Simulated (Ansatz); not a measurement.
Relaxation of AlFGeH6Si (10 atoms, charge 0, multiplicity 1), to a largest force component of 0.02 eV/Å in at most 50 steps.

The calculation used RKS PBE0-D4/def2-mTZVP (Ansatz).

```xyz
10
Properties=species:S:1:pos:R:3
F -1.597 2.553 1.058
Si -0.162 1.993 0.529
Al -0.120 -0.334 0.871
Ge 0.305 -1.829 -1.013
H -1.486 0.099 0.306
H 0.924 2.656 1.287
H -0.222 -0.925 2.363
H 0.396 -0.986 -2.315
H -0.982 -2.776 -1.080
H 1.526 -2.668 -0.775
```

Task: Where does it end, and by what steps?

Result: It converged. The force dipped under the threshold on the way, but the program's further checks kept it going. After 37 steps the energy has fallen by 3.187 eV; H7 moved furthest, 2.22 Å. Parted: Al3–H7. Joined: Si2–H7.

| step | energy less start (eV) | largest force component (eV/Å) | accepted |
| --- | --- | --- | --- |
| 0 | 0.0000 | 2.511 | yes |
| 2 | -1.4739 | 1.952 | yes |
| 4 | -1.7900 | 0.353 | yes |
| 6 | -1.9123 | 0.331 | yes |
| 8 | -1.9475 | 0.286 | yes |
| 10 | -1.9749 | 0.475 | yes |
| 12 | -1.9962 | 0.206 | yes |
| 14 | -2.0541 | 0.424 | yes |
| 16 | -2.2840 | 0.822 | yes |
| 18 | -2.5578 | 0.618 | yes |
| 20 | -2.6808 | 0.347 | yes |
| 22 | -2.8222 | 0.540 | yes |
| 24 | -3.0012 | 0.369 | yes |
| 26 | -3.1431 | 0.194 | yes |
| 28 | -3.1727 | 0.192 | yes |
| 30 | -3.1839 | 0.044 | yes |
| 32 | -3.1859 | 0.035 | yes |
| 34 | -3.1864 | 0.027 | yes |
| 36 | -3.1866 | 0.017 | yes |
| 37 | -3.1866 | 0.016 | yes |

```xyz
10
Properties=species:S:1:pos:R:3
F -1.029 2.513 2.113
Si 0.001 1.509 1.363
Al -1.162 -0.302 0.164
Ge 0.206 -1.926 -1.119
H -2.748 -0.433 0.181
H 0.829 2.339 0.438
H 0.930 0.973 2.402
H 0.162 -1.595 -2.628
H -0.301 -3.376 -0.972
H 1.694 -1.920 -0.712
```

Run time: 80 s on 2 threads of Intel(R) Xeon(R) 6975P-C (Granite Rapids) (shared host), peak memory 0.33 GiB.
